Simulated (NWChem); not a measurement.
Species: C6H5F; SMILES Fc1ccccc1

Program: NWChem. Pople sets run with spherical d functions. Geometry: optimised at PBE0/def2-SVP. B3LYP is NWChem's, with the RPA form of VWN correlation. Total energies compare along this basis series because the functional is fixed.

```csv
level,basis functions,energy (Ha),highest occupied level (eV),orbital gap (eV),dipole (D)
B3LYP/STO-3G,40,-327.1876,-4.44,6.82,0.28
B3LYP/3-21G,73,-329.6736,-6.67,6.50,1.27
B3LYP/6-31G*,108,-331.4764,-6.59,6.39,1.24
B3LYP/def2-SVP,123,-331.2440,-6.87,6.33,1.32
B3LYP/def2-SVPD,183,-331.2630,-7.04,6.26,1.49
B3LYP/def2-TZVP,247,-331.6187,-6.96,6.23,1.41
```
